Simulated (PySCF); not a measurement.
Exercise with solution: oscillator strength and radiative lifetime

Si(H)2(F)(NH2) (FH4NSi), SMILES F[SiH2]N.

The structure is a stationary point at PBE0-D3(BJ)/def2-TZVP. Other conformers were not sampled.

TDA-B3LYP/def2-SVPD in PySCF puts the first singlet state with f over 0.02 at 6.85 eV (vertical), with the transition dipole (0.407, -0.340, 0.000) in atomic units.

Find the oscillator strength, the wavelength and the radiative lifetime that this transition would have in vacuum if emission retraced absorption.


|μ|² = 0.2812 au, so |μ| = 1.35 D. ΔE = 6.85/27.211 = 0.2517 hartree. f = (2/3) ΔE |μ|² = 0.047 (the program prints 0.047).
λ = 1239.84/6.85 = 181 nm; ν = 55249 cm⁻¹.
Einstein's coefficient A = 0.6670 ν² f s⁻¹ (ν in cm⁻¹) = 9.6e7 s⁻¹, so τ = 1/A = 10 ns. This state is S1. The figure is the radiative limit of this one transition; relaxation, internal conversion, crossing to triplets and a medium change what is measured.
